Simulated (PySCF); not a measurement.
C2Cl3F.

```xyz
6

F      1.9028    -0.6958     0.0000
C      0.5808    -0.6544     0.0000
Cl    -0.1657    -2.1995     0.0000
C     -0.0832     0.5157     0.0000
Cl    -1.8047     0.6075     0.0000
Cl     0.7874     2.0093     0.0000
```
Charge 0, spin multiplicity 1.

Geometry optimised at B3LYP-D3(BJ)/def2-SVP.

The numbers are results of PBE/pcSseg-1 run with PySCF, not measurements. Non-relativistic, no solvent.

Task: Give the absolute GIAO shielding of each atom: isotropic value and principal components (ppm). (An estimate is asked for; the answer gives what the named calculation found.)

Result: 
```
atom  σ(iso)    σ11    σ22    σ33   span
----  ------  -----  -----  -----  -----
F1     225.3  180.5  225.9  269.7   89.2
C2      23.7  -44.0   42.5   72.6  116.7
Cl3    632.9  458.7  519.1  921.0  462.3
C4      54.3    7.7   66.7   88.6   80.9
Cl5    625.1  448.1  516.6  910.4  462.3
Cl6    613.7  440.4  519.0  881.7  441.3
```
